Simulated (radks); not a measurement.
Results of a calculation; reference values are marked as such.
Spin polarisation of the 4d8 shell in the rhodium ion Rh+. Start: [Kr] 4d(up 4, down 4); electrons of 4d are moved from spin down to spin up, other shells keep equal spins. Code: a radial shooting solver on a logarithmic mesh with Libxc functionals. Model: non-relativistic Kohn-Sham, PBE, spin-polarised, spherical densities, point nucleus.

moment (Bohr magnetons) = 0: E - E(0) (eV) 0.000; e(4d up) (eV) -13.780; e(4d down) (eV) -13.780; 4p down minus up (eV) 0.000; 4s down minus up (eV) 0.000; 3d down minus up (eV) 0.000
moment (Bohr magnetons) = 0.5: E - E(0) (eV) -0.041; e(4d up) (eV) -13.940; e(4d down) (eV) -13.611; 4p down minus up (eV) 0.345; 4s down minus up (eV) 0.335; 3d down minus up (eV) 0.068
moment (Bohr magnetons) = 1: E - E(0) (eV) -0.164; e(4d up) (eV) -14.092; e(4d down) (eV) -13.434; 4p down minus up (eV) 0.689; 4s down minus up (eV) 0.669; 3d down minus up (eV) 0.136
moment (Bohr magnetons) = 1.5: E - E(0) (eV) -0.370; e(4d up) (eV) -14.235; e(4d down) (eV) -13.247; 4p down minus up (eV) 1.034; 4s down minus up (eV) 1.004; 3d down minus up (eV) 0.205
moment (Bohr magnetons) = 2: E - E(0) (eV) -0.658; e(4d up) (eV) -14.370; e(4d down) (eV) -13.052; 4p down minus up (eV) 1.380; 4s down minus up (eV) 1.340; 3d down minus up (eV) 0.273

At moment 2 the spin-polarisation energy is -0.658 eV and the 4d exchange splitting 1.319 eV, that is 0.659 eV per Bohr magneton; E = -I m^2/4 would give I = 0.658 eV.
